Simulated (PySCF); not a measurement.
Compound: C₅H₁₁Ga.
Atom-mapped SMILES: `[GaH2:1][CH:2]1[CH2:3][CH2:4][CH2:5][CH2:6]1` (hydrogens: H7, H8 on Ga1; H9 on C2; H10, H11 on C3; H12, H13 on C4; H14, H15 on C5; H16, H17 on C6)

All values: CAM-B3LYP/def2-SVPD (PySCF, non-relativistic), on one gas-phase PBE0-D3(BJ)/def2-SVP geometry that isn't relaxed in the solvent. The solvent is an IEF-PCM continuum (Bondi radii, 1.10 Å for H, scaled by 1.2), and excitations are vertical TDDFT with non-equilibrium linear response and a frozen core. The model holds no explicit solvent molecules, cavitation or dispersion. Spin–orbit coupling is left out although an atom past zinc is present.

Gas-phase singlets (H = HOMO, L = LUMO):

```csv
state,E (eV),λ (nm),f,leading configurations
S1,4.432,280,0.001,H→L 98%
S2,5.307,234,0.000,H-1→L 98%
S3,6.749,184,0.001,"H→L+1 78%, H→L+2 15%"
S4,7.215,172,0.003,H-2→L 86%
S5,7.328,169,0.001,H-3→L 83%
```

How does the list change in dichloromethane (ε = 8.93)?

```json
{"state": "S1", "E (eV)": "4.572", "λ (nm)": "271", "f": "0.001", "leading configurations": "H→L 97%", "change by rank (eV)": "+0.140"}
{"state": "S2", "E (eV)": "5.543", "λ (nm)": "224", "f": "0.000", "leading configurations": "H-1→L 96%", "change by rank (eV)": "+0.236"}
{"state": "S3", "E (eV)": "6.792", "λ (nm)": "183", "f": "0.003", "leading configurations": "H→L+1 73%, H→L+2 20%", "change by rank (eV)": "+0.043"}
{"state": "S4", "E (eV)": "7.224", "λ (nm)": "172", "f": "0.203", "leading configurations": "H→L+2 38%, H-2→L 18%, H→L+3 17%", "change by rank (eV)": "+0.009"}
{"state": "S5", "E (eV)": "7.341", "λ (nm)": "169", "f": "0.119", "leading configurations": "H-2→L 74%, H→L+2 11%", "change by rank (eV)": "+0.013"}
```

The ground-state energy changes by -0.097 eV from gas to dichloromethane. By how much does the total energy of gas-phase S1 change?

E(S1) = E(S0) + excitation energy, so it changes by -0.097 + 0.140 = +0.043 eV: it isn't lowered at all, while the ground state is. This is the vertical state, with the slow part of the continuum still set for S0.

How do the frontier levels move from gas to dichloromethane?

| orbital | gas (eV) | solvent (eV) | change (eV) | Löwdin shares, gas | Löwdin shares, solvent |
| --- | --- | --- | --- | --- | --- |
| LUMO+2 | 1.59 | 1.71 | +0.12 | Ga1 37 %, C2 10 %, H7 10 %, H8 9 % | Ga1 34 %, C2 10 %, H7 9 %, H8 8 % |
| LUMO+1 | 0.93 | 1.09 | +0.16 | Ga1 61 % | Ga1 64 %, H8 6 %, H7 5 % |
| LUMO | -0.53 | -0.21 | +0.32 | Ga1 59 %, H8 9 %, H7 9 %, C2 8 % | Ga1 59 %, H8 10 %, H7 10 %, C2 8 % |
| HOMO | -8.45 | -8.28 | +0.17 | C2 33 %, Ga1 22 %, C6 9 %, C3 8 % | C2 33 %, Ga1 21 %, C6 9 %, C3 8 % |
| HOMO-1 | -9.58 | -9.55 | +0.03 | Ga1 39 %, H8 26 %, H7 24 % | Ga1 38 %, H8 26 %, H7 23 % |
| HOMO-2 | -10.36 | -10.14 | +0.22 | C4 18 %, C5 18 %, H13 11 %, C3 9 % | C4 18 %, C5 18 %, H13 11 %, C3 9 % |
| HOMO-3 | -10.87 | -10.67 | +0.20 | C2 23 %, C3 19 %, C6 16 %, C4 13 % | C2 22 %, C3 18 %, C6 16 %, C4 13 % |

The HOMO–LUMO gap goes from 7.92 to 8.07 eV.
